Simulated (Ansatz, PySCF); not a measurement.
Gas-phase reaction (SMILES): [NH2][Al]([NH2])[Cl] + F (HF) → [NH2][Al]([NH2])[F] + Cl (HCl); hydrogen fluoride cleaves one Al-Cl bond, a model of a ligand-exchange step.

Each molecule is optimised on its own at B3LYP-D3(BJ)/def2-TZVP (Ansatz, a program for electronic structure), one conformer each, not searched for the lowest. Cores are frozen in the correlated levels unless marked. Spin-orbit coupling is left out. No relativistic terms. CBS marks a two-point X^-3 extrapolation of the correlation energy; Hartree-Fock from the larger set. Thermal terms are rigid-rotor harmonic-oscillator values from B3LYP-D3(BJ) frequencies (Ansatz or PySCF) at 298.15 K and 1 atm. 1 Eh = 627.5095 kcal/mol.

| species | E, CCSD(T)/CBS(aug-cc-pV(T+d)Z,aug-cc-pV(Q+d)Z) (Ansatz) (Eh) | E, r2SCAN-D4/def2-TZVPD (Ansatz + dftd4) (Eh) | H - E (Eh) |
|---|---|---|---|
| [NH2][Al]([NH2])[Cl] | -813.75592 | -814.65525 | 0.06019 |
| F (HF) | -100.39216 | -100.44728 | 0.01259 |
| [NH2][Al]([NH2])[F] | -453.77674 | -454.32368 | 0.06081 |
| Cl (HCl) | -460.37804 | -460.78611 | 0.01000 |

**Question.** Work out ΔE and ΔH at 298.15 K at the first level, then ΔH at the second.

**Answer.** 
1. ΔE = [(-453.77674) + (-460.37804)] - [(-813.75592) + (-100.39216)] = -0.00670 Eh = -4.2 kcal/mol at CCSD(T)/CBS(aug-cc-pV(T+d)Z,aug-cc-pV(Q+d)Z).
2. The terms H - E add up to -0.00197 Eh, so ΔH = (-0.00670 + (-0.00197))×627.5095 = -5.4 kcal/mol.
3. At r2SCAN-D4/def2-TZVPD the same steps give ΔE = -4.6 and ΔH = -5.8 kcal/mol, a shift of -0.4 from the first level.
4. These values are not checked against measurement here, since the tables used lack a sound gas-phase enthalpy of formation for at least one species.
